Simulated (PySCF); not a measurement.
Fractional electron number in Rh²⁺ (rhodium, charge +2)

The 4d beta orbital of [Kr] 4d7 is emptied in steps (occupation f), with all orbitals relaxed, ending at [Kr] 4d6. All numbers are calculated (PySCF 2.14, a scalar-relativistic core potential, in def2-TZVPPD with the def2 core potential (28 electrons)). The exact energy is a straight line in f; departures are measured from the line between the end points of the same method.

```json
{"f": "1", "UHF (eV)": "0.000", "LDA (eV)": "0.000", "PBE (eV)": "0.000"}
{"f": "0.75", "UHF (eV)": "0.289", "LDA (eV)": "-1.225", "PBE (eV)": "-1.199"}
{"f": "0.5", "UHF (eV)": "0.373", "LDA (eV)": "-1.643", "PBE (eV)": "-1.604"}
{"f": "0.25", "UHF (eV)": "0.271", "LDA (eV)": "-1.238", "PBE (eV)": "-1.206"}
{"f": "0", "UHF (eV)": "0.000", "LDA (eV)": "0.000", "PBE (eV)": "0.000"}
```

| method | E(f=0) − E(f=1) (eV) | −ε at f=1 (eV) | −ε at f=0.5 (eV) |
| --- | --- | --- | --- |
| UHF | 29.427 | 31.021 | 29.380 |
| LDA | 31.359 | 24.866 | 31.325 |
| PBE | 31.204 | 24.839 | 31.185 |

Orbital energy along the path (eV):

| f | UHF | LDA | PBE |
| --- | --- | --- | --- |
| 1 | -31.021 | -24.866 | -24.839 |
| 0.75 | -30.159 | -28.062 | -27.987 |
| 0.5 | -29.380 | -31.325 | -31.185 |
| 0.25 | -28.671 | -34.639 | -34.412 |
| 0 | -28.024 | -37.983 | -37.634 |

Reference removal energy between the ground levels: 31.06 eV (semi-empirical (NIST evaluation); NIST Atomic Spectra Database, ionization energies). The calculation has no spin-orbit coupling. The determinant left behind need not be the lowest term of the ion. UHF lacks correlation.
